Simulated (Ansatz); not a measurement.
System: sum formula SrOH, charge 0, multiplicity 2. It need not be the lowest isomer of its formula. SMILES: [OH][Sr]
Geometry from a B3LYP-D3(BJ)/def2-TZVP (Ansatz, an electronic-structure program) optimisation:
```
O
H 1 0.9562
Sr 1 2.1175 2 180.00
```
Charge 0, spin multiplicity 2.

Quantity: atomisation energy (electronic, to ground-state atoms), in kJ/mol. Valence correlation only, unless marked. UHF or UKS for open shells. Spin-orbit coupling is left out. Frozen are the shells of the preceding noble gas and the d and f shells that filled before the atom's block. The outer core of K, Ca and their heavier congeners is not correlated, a term that matters for these elements. Past Kr the def2 sets carry scalar-relativistic core potentials. Basis-set limits of correlation are two-point, X^-3; Hartree-Fock from the larger set. [CCSD(T)-MP2]/basis is that difference in the basis named.

```
level                                                            program  atomisation energy (kJ/mol)
--------------------------------------------------------  --------------  ---------------------------
SVWN5/def2-TZVPD                                                  Ansatz                        984.2
BLYP-D4/def2-TZVPD                                        Ansatz + dftd4                        854.4
r2SCAN/def2-TZVPD                                                 Ansatz                        867.0
r2SCAN-D3(BJ)/def2-TZVPD                                  Ansatz + dftd3                        867.9
r2SCAN0-D4/def2-TZVPD                                     Ansatz + dftd4                        829.5
LC-wPBE-D4/def2-TZVPD                                     Ansatz + dftd4                        863.4
B2PLYP-D3(BJ)/def2-TZVPD                                  Ansatz + dftd3                        833.3
B2PLYP/def2-TZVPD                                                 Ansatz                        829.3
RPA@PBE/def2-QZVPP                                                Ansatz                        790.1
MP2/def2-QZVPP                                                    Ansatz                        884.1
RI-MP2/def2-QZVPP                                                 Ansatz                        883.9
SCS-MP2/def2-SVP                                                  Ansatz                        779.1
CCSD/def2-TZVPPD                                                  Ansatz                        799.4
RI-MP2/CBS(def2-TZVPP,def2-QZVPP)+[CCSD(T)-MP2]/def2-SVP          Ansatz                        852.5
```
